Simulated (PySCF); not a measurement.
Compound: C10H16.
SMILES with atom numbers: `[CH3:1]/[CH:2]=[CH:3]/[CH:4]=[CH:5]\[CH2:6][CH:7]1[CH2:8][CH2:9][CH2:10]1`

Structure used (GFN2-xTB), in Å, numbered top down from 1:
```
atom  x, y, z in Å
C1     4.0047    1.2726    0.4698
C2     3.2520    0.3255   -0.3999
C3     2.0527   -0.1800   -0.1132
C4     1.3536   -1.0952   -0.9844
C5     0.1503   -1.6369   -0.7855
C6    -0.7764   -1.3986    0.3622
C7    -2.0151   -0.6331   -0.1011
C8    -3.0065   -0.2077    0.9979
C9    -2.9654    1.2325    0.4658
C10   -1.8055    0.8480   -0.4655
H11    4.1869    2.2087   -0.0592
H12    4.9763    0.8537    0.7336
H13    3.4553    1.4880    1.3833
H14    3.7422    0.0503   -1.3256
H15    1.5715    0.1024    0.8131
H16    1.8909   -1.3568   -1.8883
H17   -0.2433   -2.3060   -1.5409
H18   -1.0967   -2.3622    0.7715
H19   -0.2853   -0.8403    1.1587
H20   -2.5049   -1.1874   -0.9045
H21   -3.9787   -0.6955    0.9738
H22   -2.5906   -0.3054    1.9989
H23   -2.7428    1.9995    1.2047
H24   -3.8684    1.5165   -0.0706
H25   -0.8415    1.2297   -0.1355
H26   -1.9364    1.1004   -1.5157
```

NICS = −σ at a ghost point: NICS(0) at the centroid of the ring atoms, NICS(1) 1 Å to either side along the normal of their mean plane, zz for the tensor component along that normal. Level: GIAO PBE0/pcSseg-1 (PySCF, non-relativistic, gas phase) on the GFN2-xTB geometry, one conformer.

Ring bond lengths (Å), with Mayer bond orders in brackets: C7–C8 1.540 (1.01), C8–C9 1.536 (1.05), C9–C10 1.536 (1.05), C10–C7 1.540 (1.00).

Task: Give the NICS values of each ring in ppm.

Result: 
```csv
ring,type,NICS(0),"NICS(1), two faces","NICS(1)zz, two faces",rms pucker (Å),"centre to ring atoms, mean (Å)"
C7–C8–C9–C10,4-membered carbocycle; formal bonds all single,0.9,0.1 / 0.0,3.5 / 4.9,0.06,1.09
```

Task: What do they say, and how far can they be read as aromaticity?

Result: 
- C7–C8–C9–C10: mean NICS(1)zz 4.2 ppm, deshielded. C7, C8, C9, C10 have four or more neighbours, and the NICS criterion for π rings isn't applied.

Task: List the ring angles and the Hirshfeld charges of the ring atoms.

Result: 
- C7–C8–C9–C10: C7 89.5° (-0.020 e), C8 89.7° (-0.074 e), C9 89.7° (-0.073 e), C10 89.7° (-0.075 e); sum 358.6° against 360° for a flat convex ring.

Task: How shielded are the nuclei of the rings and their hydrogens (means over atoms taken as equivalent)?

Result: 
```json
{"atoms": "C7", "environment": "four-membered-ring carbon", "σ isotropic (ppm)": "151.7", "principal values of the symmetric part, first atom (ppm)": "139.0, 153.9, 162.0"}
{"atoms": "C8 (×2)", "environment": "four-membered-ring carbon", "σ isotropic (ppm)": "159.3", "principal values of the symmetric part, first atom (ppm)": "146.5, 149.4, 181.9"}
{"atoms": "C9", "environment": "four-membered-ring carbon", "σ isotropic (ppm)": "170.6", "principal values of the symmetric part, first atom (ppm)": "161.1, 167.5, 183.3"}
{"atoms": "H20", "environment": "methine hydrogen", "σ isotropic (ppm)": "29.45", "principal values of the symmetric part, first atom (ppm)": "25.9, 29.4, 33.1"}
{"atoms": "H21 (×2)", "environment": "methylene hydrogen", "σ isotropic (ppm)": "29.58", "principal values of the symmetric part, first atom (ppm)": "26.2, 26.7, 35.7"}
{"atoms": "H22 (×2)", "environment": "methylene hydrogen", "σ isotropic (ppm)": "30.04", "principal values of the symmetric part, first atom (ppm)": "27.1, 28.7, 34.1"}
{"atoms": "H23", "environment": "methylene hydrogen", "σ isotropic (ppm)": "29.88", "principal values of the symmetric part, first atom (ppm)": "26.1, 27.1, 36.4"}
{"atoms": "H24", "environment": "methylene hydrogen", "σ isotropic (ppm)": "29.76", "principal values of the symmetric part, first atom (ppm)": "26.6, 27.0, 35.7"}
```
